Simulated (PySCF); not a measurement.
What does the PBE0-D3(BJ)/def2-SVP structure of `C[N](C)[AlH2-][NH3+]` look like in three dimensions?

```xyz
16
C2H11AlN2 angstrom
C     -1.7761   -0.9325   -0.6526
N     -0.6636   -0.2071   -0.1038
C     -1.0744    0.7399    0.8834
Al     1.0078   -0.6025   -0.7398
N      2.1625    0.6979    0.3618
H     -2.3322   -1.5142    0.1148
H     -2.5195   -0.2704   -1.1481
H     -1.4422   -1.6573   -1.4163
H     -1.5915    0.2683    1.7492
H     -1.7812    1.5025    0.4853
H     -0.2211    1.3010    1.3027
H      1.6822   -1.9946   -0.2909
H      1.3937   -0.1048   -2.2222
H      3.1456    0.5684    0.1178
H      1.9285    1.6752    0.1807
H      2.0736    0.5386    1.3666
```

Any rigid rotation of these coordinates is as good. Atoms count from 1 in this order. N2 (nitrogen bonded to Al and 2 C) is planar (angles 130.2°, 117.7° and 112.1°, sum 360.0°, 0.00 Å off the plane of its three neighbours). The 2 Al–N bonds span 1.832 Å (N2–Al4, drawn single) to 2.059 Å (Al4–N5, drawn single), a spread of 0.227 Å. Al4 (aluminium bonded to 2 N and 2 H) is distorted tetrahedral (angles from 99.3° to 118.2°). The 5 heavy atoms lie in one plane (0.001 Å rms).

Bonds between heavy atoms (Å): C1–N2 1.437, N2–C3 1.428, N2–Al4 1.832, Al4–N5 2.059.

Method: PBE0-D3(BJ)/def2-SVP geometry optimisation, gas phase in PySCF.

Point group: Cs (every atom within 0.08 Å of its image). Whether it is a minimum is left open (no frequencies). The numbers are those of one conformer (C1–N2–Al4–N5 180°).
